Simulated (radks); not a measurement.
Species: the zirconium ion Zr4+. Configuration: [Kr]. All-electron calculation, Dirac Kohn-Sham, PBE, spin-unpolarised, spherical densities, finite nucleus; Fermi nuclear charge, rms radius 4.2694 fm. Program: a radial shooting solver on a logarithmic mesh with Libxc functionals.

Spin-orbit splittings of the eigenvalues, e(l+1/2) - e(l-1/2), with zeta = 2 splitting/(2l+1) and mean radii in bohr:

| shell | occ. | splitting (eV) | zeta (eV) | <r> j=l-1/2 | <r> j=l+1/2 |
|---|---|---|---|---|---|
| 2p | 6 | 85.85 | 57.24 | 0.1387 | 0.1430 |
| 3p | 6 | 13.68 | 9.122 | 0.4547 | 0.4652 |
| 3d | 10 | 2.502 | 1.001 | 0.4499 | 0.4535 |
| 4p | 6 | 1.922 | 1.282 | 1.298 | 1.324 |
